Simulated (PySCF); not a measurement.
C$_{4}$H$_{7}$BO$_{2}$ (SMILES C#CB(OC)OC), singlet, at a GFN2-xTB geometry; CASSCF(8,7)/STO-3G in PySCF.

Here is a job for PySCF.
```python
from pyscf import gto, scf, mcscf
import numpy

mol = gto.M(
    atom='''
B    -0.16146600    0.13528699    0.00220049
C    -0.49801082    0.22906228    1.49969949
C    -0.72626801    0.27427068    2.67883014
H    -0.94448448    0.32941987    3.70645407
O     0.84742562   -0.62990612   -0.49311359
C     1.69560010   -1.42797218    0.28827473
H     1.44921118   -1.35975551    1.35114095
H     1.60104030   -2.46669222   -0.03926443
H     2.72674907   -1.09963201    0.13357621
O    -0.92662882    0.85552670   -0.84789686
C    -0.70816462    0.84928170   -2.23859975
H    -0.52305095   -0.16328786   -2.60370096
H    -1.60198579    1.25822027   -2.71151502
H     0.15453628    1.47247298   -2.48883716
''',
    basis='sto-3g',
    verbose=4,
)

mf = scf.RHF(mol)
mf.kernel()
mc = mcscf.CASSCF(mf, 7, 8)
mc.fix_spin_(ss=0.0)
mc.kernel()
occ = numpy.linalg.eigvalsh(mc.fcisolver.make_rdm1(mc.ci, mc.ncas, mc.nelecas))[::-1]
ss = mc.fcisolver.spin_square(mc.ci, mc.ncas, mc.nelecas)[0]
print('natural occupations', occ.round(4), ' <S^2>', round(ss, 4))
```

**Question.** Write the output that PySCF gives for this input, abridged.

**Answer.** 
```
PySCF version 2.14.0

[INPUT] verbose = 4
[INPUT] num. atoms = 14
[INPUT] num. electrons = 52
[INPUT] charge = 0
[INPUT] spin (= nelec alpha-beta = 2S) = 0
[INPUT] symmetry False subgroup None
[INPUT] Mole.unit = angstrom
[INPUT] Symbol           X                Y                Z      unit          X                Y                Z       unit  Magmom
[...]
nuclear repulsion = 269.772656774916
number of shells = 28
number of NR pGTOs = 126
number of NR cGTOs = 42
basis = sto-3g
ecp = {}

******** <class 'pyscf.scf.hf.RHF'> ********
method = RHF
initial guess = minao
damping factor = 0
level_shift factor = 0
DIIS = <class 'pyscf.scf.diis.CDIIS'>
diis_start_cycle = 1
diis_space = 8
diis_damp = 0
SCF conv_tol = 1e-09
SCF conv_tol_grad = None
SCF max_cycles = 50
direct_scf = True
direct_scf_tol = 1e-13
Set gradient conv threshold to 3.16228e-05
Initial guess from minao.
init E= -327.240464489937
[...]
cycle= 1 E= -325.662582822231  delta_E= 1.58  |g|= 0.595  |ddm|= 4.79
[...]
cycle= 2 E= -325.780177433765  delta_E= -0.118  |g|= 0.192  |ddm|= 0.975
[...]
cycle= 3 E= -325.790734580046  delta_E= -0.0106  |g|= 0.0492  |ddm|= 0.261
[...]
cycle= 4 E= -325.791435970715  delta_E= -0.000701  |g|= 0.0306  |ddm|= 0.0899
[...]
cycle= 5 E= -325.791691087347  delta_E= -0.000255  |g|= 0.00225  |ddm|= 0.0333
[...]
cycle= 6 E= -325.791694750188  delta_E= -3.66e-06  |g|= 0.000851  |ddm|= 0.00518
[...]
cycle= 7 E= -325.79169546206  delta_E= -7.12e-07  |g|= 0.000392  |ddm|= 0.00211
[...]
cycle= 8 E= -325.791695699967  delta_E= -2.38e-07  |g|= 0.000208  |ddm|= 0.00124
[...]
cycle= 9 E= -325.791695784782  delta_E= -8.48e-08  |g|= 6.39e-05  |ddm|= 0.000996
[...]
cycle= 10 E= -325.791695791448  delta_E= -6.67e-09  |g|= 1.16e-05  |ddm|= 0.000323
[...]
cycle= 11 E= -325.791695791572  delta_E= -1.24e-10  |g|= 2.44e-06  |ddm|= 4.08e-05
[...]
Extra cycle  E= -325.791695791575  delta_E= -2.96e-12  |g|= 1.04e-06  |ddm|= 4.78e-06
converged SCF energy = -325.791695791575

******** <class 'pyscf.mcscf.mc1step.CASSCF'> ********
CAS (4e+4e, 7o), ncore = 22, nvir = 13
max_cycle_macro = 50
max_cycle_micro = 4
conv_tol = 1e-07
conv_tol_grad = None
orbital rotation max_stepsize = 0.02
orbital rotation threshold for CI restart = 0.01
augmented hessian ah_max_cycle = 30
augmented hessian ah_conv_tol = 1e-12
augmented hessian ah_linear dependence = 1e-14
augmented hessian ah_level shift = 1e-08
augmented hessian ah_start_tol = 2.5
augmented hessian ah_start_cycle = 3
augmented hessian ah_grad_trust_region = 3
kf_trust_region = 3
kf_interval = 4
ci_response_space = 4
ci_grad_trust_region = 3
with_dep4 0
natorb = False
canonicalization = True
sorting_mo_energy = False
ao2mo_level = 2
internal_rotation = False
******** <class 'pyscf.fci.addons.SpinPenaltyFCISolver'> ********
max. cycles = 50
conv_tol = 1e-08
davidson only = True
linear dependence = 1e-12
level shift = 0.001
max iter space = 12
nroots = 1
pspace_size = 400
spin = None
CASCI E = -325.869031667241  S^2 = 0.0000000
Set conv_tol_grad to 0.000316228
macro iter   1 ( 21 JK    4 micro), CASSCF E = -325.883487146488  dE = -1.44554792e-02  S^2 = 0.0000000
               |grad[o]|=0.0378  |grad[c]|=0.0227  |ddm|=0.031  |maxRot[o]|=0.203
macro iter   2 ( 21 JK    4 micro), CASSCF E = -325.885733343711  dE = -2.24619722e-03  S^2 = 0.0000000
               |grad[o]|=0.015  |grad[c]|=0.0399  |ddm|=0.00707  |maxRot[o]|=0.254
macro iter   3 ( 17 JK    4 micro), CASSCF E = -325.886716817065  dE = -9.83473354e-04  S^2 = 0.0000000
               |grad[o]|=0.00749  |grad[c]|=0.0146  |ddm|=0.00781  |maxRot[o]|=0.204
macro iter   4 ( 12 JK    3 micro), CASSCF E = -325.886945383329  dE = -2.28566264e-04  S^2 = 0.0000000
               |grad[o]|=0.00636  |grad[c]|=0.00351  |ddm|=0.00305  |maxRot[o]|=0.0897
macro iter   5 ( 21 JK    4 micro), CASSCF E = -325.886482428606  dE =  4.62954723e-04  S^2 = 0.0000000
               |grad[o]|=0.00461  |grad[c]|=0.00689  |ddm|=0.00449  |maxRot[o]|=0.139
macro iter   6 ( 21 JK    4 micro), CASSCF E = -325.886710407883  dE = -2.27979277e-04  S^2 = 0.0000000
               |grad[o]|=0.00446  |grad[c]|=0.00176  |ddm|=0.000616  |maxRot[o]|=0.0853
macro iter   7 ( 21 JK    4 micro), CASSCF E = -325.886909072056  dE = -1.98664173e-04  S^2 = 0.0000000
               |grad[o]|=0.00381  |grad[c]|=0.00177  |ddm|=0.000424  |maxRot[o]|=0.065
macro iter   8 ( 21 JK    4 micro), CASSCF E = -325.886859838346  dE =  4.92337094e-05  S^2 = 0.0000000
               |grad[o]|=0.00285  |grad[c]|=0.00351  |ddm|=0.0022  |maxRot[o]|=0.0886
macro iter   9 ( 21 JK    4 micro), CASSCF E = -325.887041615529  dE = -1.81777182e-04  S^2 = 0.0000000
               |grad[o]|=0.00234  |grad[c]|=0.00115  |ddm|=0.000414  |maxRot[o]|=0.0507
macro iter  10 ( 12 JK    3 micro), CASSCF E = -325.887138151640  dE = -9.65361118e-05  S^2 = 0.0000000
               |grad[o]|=0.00228  |grad[c]|=0.000308  |ddm|=0.00114  |maxRot[o]|=0.0346
macro iter  11 ( 21 JK    4 micro), CASSCF E = -325.887224756881  dE = -8.66052404e-05  S^2 = 0.0000000
               |grad[o]|=0.00179  |grad[c]|=0.00271  |ddm|=0.00119  |maxRot[o]|=0.066
macro iter  12 ( 21 JK    4 micro), CASSCF E = -325.886690972311  dE =  5.33784570e-04  S^2 = 0.0000000
               |grad[o]|=0.00288  |grad[c]|=0.00722  |ddm|=0.00337  |maxRot[o]|= 0.12
macro iter  13 ( 21 JK    4 micro), CASSCF E = -325.886869692954  dE = -1.78720643e-04  S^2 = 0.0000000
               |grad[o]|=0.00213  |grad[c]|=0.000784  |ddm|=0.0004  |maxRot[o]|=0.0592
macro iter  14 ( 21 JK    4 micro), CASSCF E = -325.887079948753  dE = -2.10255799e-04  S^2 = 0.0000000
               |grad[o]|=0.00195  |grad[c]|=0.00139  |ddm|=0.000256  |maxRot[o]|=0.0508
macro iter  15 (  7 JK    2 micro), CASSCF E = -325.887253639932  dE = -1.73691179e-04  S^2 = 0.0000000
               |grad[o]|=0.00174  |grad[c]|=0.00093  |ddm|=0.00057  |maxRot[o]|=0.0494
macro iter  16 (  7 JK    2 micro), CASSCF E = -325.887439709272  dE = -1.86069340e-04  S^2 = 0.0000000
[...]
macro iter  22 ( 25 JK    4 micro), CASSCF E = -325.887670839673  dE = -3.75657316e-05  S^2 = 0.0000000
               |grad[o]|=0.00231  |grad[c]|=0.000543  |ddm|=0.000241  |maxRot[o]|=0.0188
macro iter  23 ( 21 JK    4 micro), CASSCF E = -325.887665308856  dE =  5.53081696e-06  S^2 = 0.0000000
               |grad[o]|=0.00159  |grad[c]|=0.00105  |ddm|=0.00064  |maxRot[o]|= 0.01
macro iter  24 ( 25 JK    4 micro), CASSCF E = -325.887699816627  dE = -3.45077713e-05  S^2 = 0.0000000
               |grad[o]|=0.00144  |grad[c]|=0.000456  |ddm|=0.000376  |maxRot[o]|=0.0179
macro iter  25 ( 21 JK    4 micro), CASSCF E = -325.887700220404  dE = -4.03776085e-07  S^2 = 0.0000000
               |grad[o]|=0.000857  |grad[c]|=0.00107  |ddm|=0.00151  |maxRot[o]|=0.000989
macro iter  26 (  7 JK    2 micro), CASSCF E = -325.887759770479  dE = -5.95500751e-05  S^2 = 0.0000000
               |grad[o]|=0.000745  |grad[c]|=0.000834  |ddm|=0.00274  |maxRot[o]|=0.0383
macro iter  27 (  6 JK    2 micro), CASSCF E = -325.887801300353  dE = -4.15298743e-05  S^2 = 0.0000000
               |grad[o]|=0.000877  |grad[c]|=0.00109  |ddm|=0.00449  |maxRot[o]|=0.037
macro iter  28 ( 15 JK    4 micro), CASSCF E = -325.887727672048  dE =  7.36283047e-05  S^2 = 0.0000000
               |grad[o]|=0.00182  |grad[c]|=0.00447  |ddm|=0.00796  |maxRot[o]|=0.0559
macro iter  29 ( 21 JK    4 micro), CASSCF E = -325.887744868345  dE = -1.71962967e-05  S^2 = 0.0000000
               |grad[o]|=0.00165  |grad[c]|=0.00139  |ddm|=0.00297  |maxRot[o]|=0.0236
macro iter  30 (  7 JK    2 micro), CASSCF E = -325.887790190109  dE = -4.53217638e-05  S^2 = 0.0000000
               |grad[o]|=0.000554  |grad[c]|=0.000681  |ddm|=0.00304  |maxRot[o]|=0.0355
macro iter  31 (  6 JK    2 micro), CASSCF E = -325.887823581083  dE = -3.33909739e-05  S^2 = 0.0000000
               |grad[o]|=0.00106  |grad[c]|=0.00117  |ddm|=0.0052  |maxRot[o]|=0.0356
macro iter  32 ( 15 JK    4 micro), CASSCF E = -325.887770097496  dE =  5.34835862e-05  S^2 = 0.0000000
               |grad[o]|=0.00202  |grad[c]|=0.00425  |ddm|=0.00719  |maxRot[o]|=0.0466
macro iter  33 ( 21 JK    4 micro), CASSCF E = -325.887786029869  dE = -1.59323727e-05  S^2 = 0.0000000
               |grad[o]|=0.00154  |grad[c]|=0.00136  |ddm|=0.00371  |maxRot[o]|=0.0308
macro iter  34 (  7 JK    2 micro), CASSCF E = -325.887823392025  dE = -3.73621554e-05  S^2 = 0.0000000
               |grad[o]|=0.000557  |grad[c]|=0.000652  |ddm|=0.00339  |maxRot[o]|=0.0352
macro iter  35 (  6 JK    2 micro), CASSCF E = -325.887849443421  dE = -2.60513961e-05  S^2 = 0.0000000
               |grad[o]|=0.00134  |grad[c]|=0.0011  |ddm|=0.00547  |maxRot[o]|=0.0355
macro iter  36 ( 15 JK    4 micro), CASSCF E = -325.887784948551  dE =  6.44948693e-05  S^2 = 0.0000000
               |grad[o]|=0.00213  |grad[c]|=0.0047  |ddm|=0.00946  |maxRot[o]|=0.0543
macro iter  37 ( 21 JK    4 micro), CASSCF E = -325.887800708951  dE = -1.57603993e-05  S^2 = 0.0000000
               |grad[o]|=0.00198  |grad[c]|=0.00129  |ddm|=0.00299  |maxRot[o]|=0.0231
macro iter  38 (  7 JK    2 micro), CASSCF E = -325.887840742597  dE = -4.00336467e-05  S^2 = 0.0000000
               |grad[o]|=0.000539  |grad[c]|=0.000764  |ddm|=0.00331  |maxRot[o]|=0.0352
macro iter  39 (  6 JK    2 micro), CASSCF E = -325.887866391328  dE = -2.56487304e-05  S^2 = 0.0000000
               |grad[o]|=0.00112  |grad[c]|=0.00109  |ddm|=0.00518  |maxRot[o]|=0.0354
macro iter  40 ( 15 JK    4 micro), CASSCF E = -325.887777738567  dE =  8.86527606e-05  S^2 = 0.0000000
               |grad[o]|=0.00203  |grad[c]|=0.00501  |ddm|=0.0123  |maxRot[o]|=0.0722
macro iter  41 ( 21 JK    4 micro), CASSCF E = -325.887790680941  dE = -1.29423734e-05  S^2 = 0.0000000
               |grad[o]|=0.00243  |grad[c]|=0.000975  |ddm|=0.00151  |maxRot[o]|=0.00925
macro iter  42 (  7 JK    2 micro), CASSCF E = -325.887837694296  dE = -4.70133556e-05  S^2 = 0.0000000
               |grad[o]|=0.00124  |grad[c]|=0.000779  |ddm|=0.00275  |maxRot[o]|=0.0352
macro iter  43 (  6 JK    2 micro), CASSCF E = -325.887869244210  dE = -3.15499140e-05  S^2 = 0.0000000
               |grad[o]|=0.000557  |grad[c]|=0.00114  |ddm|=0.00462  |maxRot[o]|=0.0354
macro iter  44 ( 15 JK    4 micro), CASSCF E = -325.887764500291  dE =  1.04743919e-04  S^2 = 0.0000000
               |grad[o]|=0.00175  |grad[c]|=0.00519  |ddm|=0.0135  |maxRot[o]|=0.081
macro iter  45 ( 21 JK    4 micro), CASSCF E = -325.887771931367  dE = -7.43107580e-06  S^2 = 0.0000000
               |grad[o]|=0.00258  |grad[c]|=0.000839  |ddm|=0.000778  |maxRot[o]|=0.00758
macro iter  46 (  7 JK    2 micro), CASSCF E = -325.887824160105  dE = -5.22287379e-05  S^2 = 0.0000000
               |grad[o]|=0.00168  |grad[c]|=0.000719  |ddm|=0.00234  |maxRot[o]|=0.0352
macro iter  47 (  6 JK    2 micro), CASSCF E = -325.887861345313  dE = -3.71852082e-05  S^2 = 0.0000000
               |grad[o]|=0.000437  |grad[c]|=0.00101  |ddm|=0.00391  |maxRot[o]|=0.0354
macro iter  48 ( 15 JK    4 micro), CASSCF E = -325.887741053408  dE =  1.20291905e-04  S^2 = 0.0000000
               |grad[o]|=0.00139  |grad[c]|=0.0056  |ddm|=0.0142  |maxRot[o]|=0.0842
macro iter  49 ( 21 JK    4 micro), CASSCF E = -325.887743472702  dE = -2.41929456e-06  S^2 = 0.0000000
               |grad[o]|=0.00269  |grad[c]|=0.00081  |ddm|=0.000258  |maxRot[o]|=0.00802
macro iter  50 ( 17 JK    4 micro), CASSCF E = -325.887798985956  dE = -5.55132537e-05  S^2 = 0.0000000
               |grad[o]|=0.00201  |grad[c]|=0.00158  |ddm|=0.00102  |maxRot[o]|=0.0352
1-step CASSCF not converged,  50 macro (746 JK 164 micro) steps
CASSCF canonicalization
Density matrix diagonal elements [1.9966525  1.98633458 1.92564282 1.9267953  0.04785663 0.07612956
 0.04058861]
CASSCF energy = -325.887798985956
CASCI E = -325.887798985956  E(CI) = -12.7136345736792  S^2 = 0.0000000
natural occupations [1.9971 1.988  1.9256 1.9253 0.0768 0.076  0.0111]  <S^2> 0.0
```

The run did not converge; its last values are not results.
